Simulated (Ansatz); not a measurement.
Consider the cleavage of the Si–Si bond: `B[SiH2][SiH](N)F` + `BO` → `BO[SiH2]B` + `N[SiH2]F`.

Gas-phase electronic energies from Ansatz, PBE0-D4/def2-TZVP geometries. CCSD(T)/CBS adds triple-zeta CCSD(T) − MP2 to the extrapolated MP2 energy (def2 sets, frozen cores). This one scheme is used for every species. Functionals use def2-TZVPP. Each species was taken in one conformer, which may not be the lowest.

| species | PBE-D4 energy (Eh) |
| --- | --- |
| `B[SiH2][SiH](N)F` | -762.28828 |
| `BO` | -101.82042 |
| `BO[SiH2]B` | -417.77430 |
| `N[SiH2]F` | -446.35210 |

(1) Work out ΔE.

(2) What do rigid-rotor, harmonic-oscillator terms from PBE0-D4/def2-TZVP frequencies (298.15 K, 1 bar) make of the CCSD(T)/CBS value? (Best estimate.)

Largest T1 diagnostic among the species: 0.014.

## Answers

(1) ΔE = (-417.77430) + (-446.35210) − (-762.28828) − (-101.82042) = -0.01770 Eh = -11.1 kcal/mol. CCSD(T)/CBS gives -19.0 kcal/mol.

(2) Ansatz gave: ΔZPE = -1.3 kcal/mol, ΔH = -20.6 kcal/mol, ΔS = 1 J/(mol·K), ΔG = -20.7 kcal/mol. Modes under 50 cm⁻¹ make the entropy rough.

The D4 term adds +1.5 kcal/mol with B3LYP and +0.9 kcal/mol with PBE0; it sums over pairs of atoms, weighted by their polarisabilities, and B3LYP, whose exchange is more repulsive, gets the larger term. In def2-TZVPP, CCSD(T) changes the Hartree–Fock value by +8.6 kcal/mol (the triples alone add +1.4 kcal/mol) and MP2 by +7.0 kcal/mol.

B3LYP here is the variant with VWN-RPA as its local correlation; programs differ in this.
